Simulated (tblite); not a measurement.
Species: C6H4ClO3P.
Structure used (GFN2-xTB), in Å, numbered top down from 1:
```xyz
15
C6H4ClO3P angstrom
C     -1.9173    1.4111   -0.0455
C     -1.8294   -0.0836    0.0596
O     -2.7837   -0.8182    0.1352
C     -0.4421   -0.6054    0.0637
O      0.5624    0.2646   -0.0229
C      1.7640   -0.3337   -0.0085
C      2.9561    0.4960   -0.0966
O      2.9728    1.6963   -0.1833
P      1.7358   -2.0669    0.1179
C     -0.0302   -1.9244    0.1499
Cl    -1.0903   -3.2490    0.2712
H     -2.9590    1.7187   -0.0407
H     -1.4352    1.7444   -0.9623
H     -1.3896    1.8703    0.7879
H      3.8813   -0.1124   -0.0747
```

Method: GFN2-xTB as coded in tblite; computed harmonic values from a numerical Hessian at the method's own geometry, unscaled. The method is semi-empirical: single wavenumbers can be off by several per cent or more. One conformer, not necessarily the lowest.

Harmonic wavenumbers (cm⁻¹): 44.2, 72.6, 109.1, 110.0, 119.3, 150.3, 184.4, 237.3, 316.3, 338.8, 355.8, 436.4, 456.4, 515.9, 523.0, 594.7, 624.1, 662.4, 827.3, 885.1, 907.6, 989.0, 990.5, 1017.8, 1147.1, 1172.0, 1233.6, 1296.9, 1365.0, 1367.8, 1415.9, 1438.8, 1441.4, 1726.1, 1740.0, 2765.9, 3026.4, 3036.6, 3066.3.

A = 1185, B = 685.9, C = 435.6 MHz; mass 189.959 u (most abundant isotopes); point group Cs, symmetry number 1.

Question: Zero-point energy?

Answer: ½Σν̃ = 19354 cm⁻¹ = 231.53 kJ/mol.

Question: Give the ideal-gas entropy at 273.15 K and 1 bar in the rigid-rotor, harmonic-oscillator model (classical rotation).

Answer: Translation 172.47, rotation 129.39, vibration 132.22: S = 434.1 J/(mol K).

Question: And Cp and H(273.15 K) − H(0)?

Answer: Cp = 159.84 J/(mol K), of which vibrations give 126.58 (their classical limit is 39 R = 324.3); H(273.15 K) − H(0) = 27.91 kJ/mol without the zero-point energy, 18.83 from vibrations.

Question: What must be added to the electronic energy to get the Gibbs energy at 273.15 K and 1 bar?

Answer: ZPE + [H(273.15 K) − H(0)] − T·S = 231.53 + 27.91 − 118.57 = 140.87 kJ/mol.

Question: Blend soft modes into free rotors: weight 1/[1 + (100 cm⁻¹/ν̃)⁴] for the oscillator and the rest for a rotor with moment μB/(μ + B), μ = h/(8π²ν), B = 10⁻⁴⁴ kg m². What vibrational entropy results?

Answer: 122.31 J/(mol K) in place of 132.22, which changes −T·S at 273.15 K by +2.71 kJ/mol.

Question: How do the functions run with temperature in this model?

Answer: 
```tsv
T (K)	S (J/(mol K))	Cp (J/(mol K))	H − H(0) (kJ/mol)	G − H(0) (kJ/mol)	ln q(vib)
50	261.0	61.3	2.20	-10.86	0.60
100	312.8	89.5	6.01	-25.27	2.11
298.15	448.5	168.5	32.02	-101.69	8.36
373.15	488.9	192.7	45.59	-136.86	10.56
500	550.3	226.5	72.27	-202.86	14.07
750	651.3	270.8	134.94	-353.53	20.35
1000	733.1	296.9	206.17	-526.91	25.88
```

q(vib) and H(0) count from the zero-point level.

Question: Which modes carry the vibrational entropy at 273.15 K?

Answer: 44.2 cm⁻¹: 20.45; 72.6 cm⁻¹: 16.36; 109.1 cm⁻¹: 13.03; 110.0 cm⁻¹: 12.97; 119.3 cm⁻¹: 12.31; 150.3 cm⁻¹: 10.47 J/(mol K); the other 33 give 46.63 together.

Hindered rotation and anharmonicity are outside this model. Other conformers, if any are populated, would add a mixing term that is left out.
